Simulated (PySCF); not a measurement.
Magnetic shielding above rings: a mixed set.

Probes without a nucleus sit at each ring's centroid and 1 Å off its mean plane on both sides; NICS is minus the shielding there, NICSzz its component along the normal. Level: GIAO PBE0/pcSseg-1 (PySCF, non-relativistic, gas phase) on the GFN2-xTB geometries, one conformer each. Atom numbers follow the mapped SMILES.

Question: Order these rings by mean NICS(1)zz, lowest (most negative) first (ppm).
A. ring C3–C4–N5–S6–C7 in `[CH:1]#[C:2][c:3]1[cH:4][n:5][s:6][c:7]1[CH3:8]`
B. ring C3–C4–N5–Si6–C7 in `[O:1]=[CH:2][C@@H:3]1[CH2:4][NH:5][SiH2:6][CH2:7]1`
C. ring C3–C4–C5–C6–S8 in `[CH:1]#[C:2][c:3]1[cH:4][cH:5][c:6]([NH2:7])[s:8]1`
D. ring C2–C3–C5–P6 in `[CH3:1][C@@H:2]1[C@H:3]([SiH3:4])[CH2:5][P@@:6]1([CH3:7])=[S:8]`
E. ring C2–Si3–O4–Si5 in `[CH2:1]=[C:2]1[SiH2:3][O:4][Si@H:5]1[Cl:6]`
F. ring C2–C3–C4–C5–C6–C10 in `[CH3:1][C:2]1=[CH:3][CH2:4][CH:5]=[C:6]([C:7](=[O:8])[OH:9])[CH2:10]1`

Answer: A (-25.8), C (-18.6), B (-2.9), E (0.2), F (2.5), D (4.5).

| SMILES | ring | NICS(0) | NICS(1) | NICS(1)zz | HOMA | rms pucker (Å) | ring atoms with four or more neighbours |
| --- | --- | --- | --- | --- | --- | --- | --- |
| C#Cc1cnsc1C | 5-membered ring with N and S; formal bonds all aromatic | -11.9 | -11.1 | -25.8 | – | 0.00 | 0 |
| C#Cc1ccc(N)s1 | 5-membered ring with S; formal bonds all aromatic | -11.4 | -9.0 | -18.6 | 0.75 | 0.00 | 0 |
| O=C[C@@H]1CN[SiH2]C1 | 5-membered ring with N and Si; formal bonds all single | -6.8 | -3.4 | -2.9 | – | 0.17 | 4 |
| C=C1[SiH2]O[Si@H]1Cl | 4-membered ring with O and 2 Si; formal bonds all single | -1.5 | -1.7 | 0.2 | – | 0.00 | 2 |
| CC1=CCC=C(C(=O)O)C1 | 6-membered carbocycle; formal bonds 2 double, 4 single | 1.7 | -1.1 | 2.5 | – | 0.00 | 2 |
| C[C@@H]1[C@H]([SiH3])C[P@@]1(C)=S | 4-membered ring with P; formal bonds all single | -1.3 | -1.1 | 4.5 | – | 0.14 | 4 |

NICS(0) gives another order. The isotropic NICS(1) ties some rings at the printed digit and otherwise keeps the order. HOMA uses Krygowski's 1993 parameters; it is left out where a ring has a four-coordinate atom, a triple bond, no multiple bond or a kind of bond without parameters. NICS(1) and NICS(1)zz are means over the two faces.
